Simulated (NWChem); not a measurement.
System: BBrF2; SMILES FB(F)Br

Here is an NWChem input.

```
start job
memory heap 200 mb stack 900 mb global 1100 mb
geometry units angstroms noautoz
  B      0.000000     0.000000     0.925916
  F      0.000000    -1.128909     1.589788
  F      0.000000     1.128909     1.589788
  Br     0.000000     0.000000    -0.975608
end
basis spherical
  * library def2-tzvp
end
dft
  xc xpbe96 cpbe96
  iterations 150
  mulliken
end
task dft energy
```

Geometry: optimised at PBE0/def2-SVP.

Question: Predict the main results of this run. (PBE/def2-TZVP.) Quantities: basis functions; energy (Ha); highest occupied level (eV); orbital gap (eV); dipole (D).

Answer: 
```json
{
 "number_of_basis_functions": "141",
 "energy (Ha)": "-2798.33",
 "highest occupied level (eV)": "-7.70",
 "orbital gap (eV)": "6.28",
 "dipole (D)": "0.24"
}
```
